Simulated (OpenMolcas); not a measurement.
## Bi3+: effect of the basis set

```
Program             : OpenMolcas 26.06
Method              : CASSCF
Active space        : 2 electrons in 4 orbitals (6s 6p)
State averaging     : 2S+1 = 3 even, 3 roots; 2S+1 = 1 even, 7 roots; 2S+1 = 3 odd, 3 roots; 2S+1 = 1 odd, 3 roots
Spin-orbit coupling : state interaction with AMFI integrals over the reference wave functions, term energies averaged over their components
```

A. ANO-R1 [7s6p4d2f], X2C, finite nucleus; cost about 15 core-seconds
B. ANO-RCC-VDZP [7s6p4d2f1g], DKH2, point nucleus; cost roughly 10 core-seconds
C. ANO-R2 [8s7p5d3f1g], X2C, finite nucleus; cost about 30 core-seconds
D. ANO-RCC-VTZP [8s7p5d3f2g], DKH2, point nucleus; cost roughly 40 core-seconds
E. ANO-R3 [9s8p6d3f2g1h], X2C, finite nucleus; cost roughly 26 core-seconds
F. ANO-RCC-VQZP [9s8p6d4f3g], DKH2, point nucleus; cost of the order of 70 core-seconds

Energies in cm-1 above 6s2 1S0, the measured ground level; measured values from Moore, Atomic Energy Levels, vol. III, NSRDS-NBS 35 (1971 reprint of NBS Circular 467, 1958).

```csv
Level,A,B,C,D,E,F,Measured
6s2 1S0,0.0,0.0,0.0,0.0,0.0,0.0,0.0
6s 6p 3P* 0,65797,65654,66928,67000,66852,67426,70968
6s 6p 3P* 1,71706,71378,72150,72416,72078,72485,75926
6s 6p 3P* 2,90355,89938,87890,88992,88003,87742,
6s 6p 1P* 1,119721,118631,117781,117822,117746,117534,114602
6p2 3P0,165762,165723,168041,168452,168247,169182,
6p2 3P1,182333,182301,181500,182910,181898,182201,185014
6p2 3P2 [55 %],187991,187955,187088,188419,187489,187686,
6p2 1D2 [55 %],210006,210010,206325,208411,206919,206451,
6p2 1S0,228023,228057,225626,226828,226188,225629,
```

Deviations, from unrounded energies. A percentage is the sum of absolute deviations over the sum of measured energies, with the sign that they share, or ± where signs differ.

```csv
Against measurement,Levels,A,B,C,D,E,F
mean absolute deviation (cm-1),4,4300,4200,3600,3200,3600,3200
other configurations (%),4,±3.9,±3.7,±3.2,±2.9,±3.2,±2.9
```

D, F lie about equally close to measurement and A furthest from it. The largest miss of F in the table is 6s 6p 3P* 0, by -3500 cm-1. The ranking rests on the paired levels alone, and a cruder setting can come out closer through cancelling errors.

Among A to F the level of the table that moves most is 6p2 1D2 [55 %], by 3700 cm-1 (lowest in C, highest in B).

The ¹D term of p² mixes with s d, which this space lacks. Spin-orbit splittings of 6p shells tend to come out small when the coupling is added on scalar orbitals. The basis is small and was not contracted for so high a charge (holds for A; B). Measured partners are found by configuration, term and J. A level has none where our copy of the source lacks it or the pairing is in doubt (some pairs that miss far off the trend of their configuration count as doubtful), and it then counts in no deviation. Levels of configurations outside the active space are missing.

A share in square brackets marks a mixed level and gives the weight of the term that names it, the lowest over the columns. * marks odd parity.
